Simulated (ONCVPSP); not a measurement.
C ONCV: all-electron and pseudo phase curves

* Element: C (Z = 6)
* Generator: ONCVPSP 4.0.1
* Type: optimised norm-conserving Vanderbilt (ONCV)
* Functional: LDA (Perdew-Zunger)
* Relativity: non-relativistic
* Frozen core: [He]
* Valence charge: 4
* Reference configuration: 2s1.5 2p2.5
* Partial waves: 2s: rc 1.05 bohr, ncon 4, nbas 7, qcut 5.1 1/bohr, 2 projectors, debl 3.2 Ha; 2p: rc 1.90 bohr, ncon 4, nbas 7, qcut 5.8 1/bohr, 3 projectors, debl 1 Ha
* Local potential: polynomial inside 0.80 bohr (lpopt 5, dvloc0 -1 Ha)
* Core correction: polynomial model core, fcfact 0.5

The phase is arctan(r·R′/R) of the radial function R(r), unwrapped; energies in Ha, scanned from -2 to 5 Ha. A pole is an energy at which the radial function vanishes at the test radius. The pseudo phase is shifted by a multiple of π to meet the all-electron one at the reference energy, and phase errors are pseudo minus all-electron; the curves can meet again beyond the range given. Levels narrower than the energy grid can be missing from the lists of poles.

```
channel  radius (bohr)  reference energy (Ha)  poles, all-electron  poles, pseudo  unbroken range about the reference energy with phases within 0.05 rad  phase error 1 Ha above the reference energy (rad)
      s           1.06                  -0.51                 none           none                                                        the whole range                                             -0.000
      p           1.92                  -0.21           0.38, 4.70     0.38, 4.69                                                        the whole range                                             +0.000
```

Phases in the s channel:

```json
{"E (Ha)": "-1.98", "all-electron": "0.328", "pseudo": "0.327"}
{"E (Ha)": "-1.80", "all-electron": "0.228", "pseudo": "0.227"}
{"E (Ha)": "-1.62", "all-electron": "0.120", "pseudo": "0.119"}
{"E (Ha)": "-1.44", "all-electron": "0.004", "pseudo": "0.004"}
{"E (Ha)": "-1.26", "all-electron": "-0.116", "pseudo": "-0.116"}
{"E (Ha)": "-1.08", "all-electron": "-0.236", "pseudo": "-0.236"}
{"E (Ha)": "-0.90", "all-electron": "-0.355", "pseudo": "-0.355"}
{"E (Ha)": "-0.72", "all-electron": "-0.469", "pseudo": "-0.469"}
{"E (Ha)": "-0.54", "all-electron": "-0.575", "pseudo": "-0.575"}
{"E (Ha)": "-0.36", "all-electron": "-0.672", "pseudo": "-0.672"}
{"E (Ha)": "-0.18", "all-electron": "-0.760", "pseudo": "-0.760"}
{"E (Ha)": "0.00", "all-electron": "-0.839", "pseudo": "-0.839"}
{"E (Ha)": "0.18", "all-electron": "-0.909", "pseudo": "-0.909"}
{"E (Ha)": "0.36", "all-electron": "-0.972", "pseudo": "-0.972"}
{"E (Ha)": "0.54", "all-electron": "-1.028", "pseudo": "-1.028"}
{"E (Ha)": "0.72", "all-electron": "-1.077", "pseudo": "-1.078"}
{"E (Ha)": "0.90", "all-electron": "-1.122", "pseudo": "-1.122"}
{"E (Ha)": "1.08", "all-electron": "-1.162", "pseudo": "-1.162"}
{"E (Ha)": "1.26", "all-electron": "-1.198", "pseudo": "-1.198"}
{"E (Ha)": "1.44", "all-electron": "-1.231", "pseudo": "-1.231"}
{"E (Ha)": "1.62", "all-electron": "-1.260", "pseudo": "-1.260"}
{"E (Ha)": "1.80", "all-electron": "-1.287", "pseudo": "-1.287"}
{"E (Ha)": "1.98", "all-electron": "-1.312", "pseudo": "-1.312"}
{"E (Ha)": "2.16", "all-electron": "-1.335", "pseudo": "-1.335"}
{"E (Ha)": "2.34", "all-electron": "-1.356", "pseudo": "-1.356"}
{"E (Ha)": "2.52", "all-electron": "-1.375", "pseudo": "-1.375"}
{"E (Ha)": "2.70", "all-electron": "-1.394", "pseudo": "-1.394"}
{"E (Ha)": "2.88", "all-electron": "-1.411", "pseudo": "-1.411"}
{"E (Ha)": "3.06", "all-electron": "-1.427", "pseudo": "-1.427"}
{"E (Ha)": "3.24", "all-electron": "-1.442", "pseudo": "-1.442"}
{"E (Ha)": "3.42", "all-electron": "-1.456", "pseudo": "-1.456"}
{"E (Ha)": "3.60", "all-electron": "-1.470", "pseudo": "-1.470"}
{"E (Ha)": "3.78", "all-electron": "-1.482", "pseudo": "-1.482"}
{"E (Ha)": "3.96", "all-electron": "-1.495", "pseudo": "-1.495"}
{"E (Ha)": "4.14", "all-electron": "-1.506", "pseudo": "-1.507"}
{"E (Ha)": "4.32", "all-electron": "-1.518", "pseudo": "-1.518"}
{"E (Ha)": "4.50", "all-electron": "-1.529", "pseudo": "-1.529"}
{"E (Ha)": "4.68", "all-electron": "-1.539", "pseudo": "-1.540"}
{"E (Ha)": "4.86", "all-electron": "-1.550", "pseudo": "-1.551"}
```
